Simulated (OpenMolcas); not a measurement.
# Mn5+, Tc5+, Re5+: d2 down the group

* Program: OpenMolcas 26.06
* Method: SS-CASPT2, IPEA 0.25 Eh, imaginary shift 0.1 Eh
* Basis: ANO-RCC-VQZP
* Scalar Hamiltonian: DKH2, point nucleus
* Spin-orbit coupling: RASSI with atomic mean-field integrals over the reference wave functions, term energies averaged over their components

Active space for each ion: 2 electrons in 10 orbitals (d d); closed shells correlated by CASPT2: Mn5+ 3s 3p; Tc5+ 4s 4p; Re5+ 5s 5p.

Computed levels in cm-1 above 3F2:

| Level | Mn5+ | Tc5+ | Re5+ |
| --- | --- | --- | --- |
| 3F3 | 736 | 2010 | 8220 |
| 3F4 | 1663 | 4250 | 14770 |
| 1D2 | 15280 | 11590 | 16690 |
| 3P0 | 18610 | 13170 | 15110 |
| 3P1 | 18870 | 14000 | 19840 |
| 3P2 | 19440 | 15920 | 28020 |
| 1G4 | 25940 | 19200 | 27160 |
| 1S0 | 60700 | 43660 | 51110 |
| weight of 3F in the lowest level (%) | 100 | 98 | 88 |

Mixed levels, with the weight of the term that names them: Re5+ 1D2 (54 %), Re5+ 3P2 (64 %).

Measured, with the error of the calculation in %. Measured levels: Mn5+ from Corliss and Sugar, J. Phys. Chem. Ref. Data 6, 1253 (1977).

```
Level          Mn5+
  3F3    746 (-1.3)
  3F4   1669 (-0.3)
  1D2  15336 (-0.3)
  3P0  17782 (+4.7)
  3P1  18057 (+4.5)
  3P2  18628 (+4.4)
  1G4  25511 (+1.7)
```

The fine-structure level 3F4 changes by a factor of 8.88 from Mn5+ to Re5+.

Without spin-orbit coupling 1D lies 14390, 9490, 8480 cm-1 above 3F in that order; the difference to the level 1D2, of either sign, comes from spin-orbit coupling, which also lowers the zero.

CASPT2 does not keep the components of a term degenerate, so their means are used; among the terms shown or strongly mixed into the levels shown the widest spread is 740 cm-1 (4d2 1G, Tc5+). Active for correlation alone: 4d; no level in the range computed is led by a configuration that fills it, so any true level of that kind is missing (holds for Mn5+). Active for correlation alone: 5d; no level in the range computed is led by a configuration that fills it, so any true level of that kind is missing (holds for Tc5+). Active for correlation alone: 6d; no level in the range computed is led by a configuration that fills it, so any true level of that kind is missing (holds for Re5+). Measured partners are found by configuration, term and J. A level has none where our copy of the source lacks it or the pairing is in doubt (some pairs that miss far off the trend of their configuration count as doubtful), and it then counts in no deviation. Levels of configurations outside the active space are missing.
